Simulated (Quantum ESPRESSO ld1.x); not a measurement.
The numbers below are computed, except where a source is named.
Question: Radial electron density D(r) = 4 pi r^2 rho(r) of an atom or ion with 30 electrons. Level of theory: Dirac Kohn-Sham, exchange-only B88, spin-unpolarised, spherical densities, point nucleus (ld1.x of Quantum ESPRESSO 7.5).

r (bohr),D(r) (e/bohr)
0.00145,3.024
0.001635,3.711
0.001844,4.544
0.002095,5.624
0.002363,6.846
0.002664,8.305
0.003027,10.16
0.003413,12.23
0.003849,14.63
0.004339,17.42
0.004932,20.84
0.005561,24.47
0.00627,28.50
0.007126,33.21
0.008034,37.94
0.009059,42.85
0.01021,47.79
0.01161,52.86
0.01309,57.18
0.01476,60.80
0.01677,63.60
0.01891,65.02
0.02132,65.17
0.02404,64.09
0.02732,61.90
0.03081,59.38
0.03473,57.09
0.03948,55.80
0.04451,56.37
0.05019,59.08
0.05658,63.81
0.06431,70.27
0.07251,76.26
0.08176,80.53
0.09292,81.60
0.1048,78.67
0.1181,72.50
0.1332,64.86
0.1514,57.88
0.1707,54.73
0.1924,55.69
0.2187,59.91
0.2466,63.88
0.278,64.66
0.3135,60.29
0.3563,50.22
0.4017,38.04
0.4529,26.22
0.5148,16.47
0.5804,10.65
0.6544,7.277
0.7378,5.163
0.8386,3.401
0.9455,2.011
1.066,0.9882
1.212,0.3633
1.366,0.1099
1.54,0.02515
1.737,0.004224
1.974,0.0004302

What is the nuclear charge?

Answer: Z = 50. The innermost maximum, from 1s, lies near gamma/Z bohr with gamma = sqrt(1 - (Z/c)^2) = 0.931, here 0.0186 bohr (found: 0.0203), and its height grows with Z. The density is that of the tin ion Sn20+ in [Ar] 3d10 4s2; the configuration itself is not fixed sharply by these data, and Z only to a few units. D(r) has 3 maxima, at r = 0.0203, 0.0900, 0.267 bohr, and minima at 0.0404, 0.176 bohr, inside which lie 2.04, 11.24 electrons.
